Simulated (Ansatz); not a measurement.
# How basis sets differ on CuCl (cuprous chloride)

The species is CuCl (2 atoms), meant as a singlet with charge 0. As SMILES, `[Cl][Cu]`. The coordinates come from a PBE0-D4/def2-TZVP relaxation.

```xyz
2

Cl    0.8983   -0.3452    0.4464
Cu   -0.8688    0.2850   -0.4424
```

Each level gives the dipole moment (D). The values are calculated.

```csv
level,kind,program,value (D)
PBEsol/6-31G* (Cartesian functions),GGA,Ansatz,4.58
PBEsol/cc-pVDZ,GGA,Ansatz,4.21
PBEsol/pcseg-2,GGA,Ansatz,4.63
PBEsol/cc-pVTZ,GGA,Ansatz,4.47
PBEsol/def2-TZVPP,GGA,Ansatz,4.39
PBEsol/aug-cc-pVTZ,GGA,Ansatz,4.49
PBEsol/cc-pVQZ,GGA,Ansatz,4.46
```

The values span 4.21 to 4.63 D.
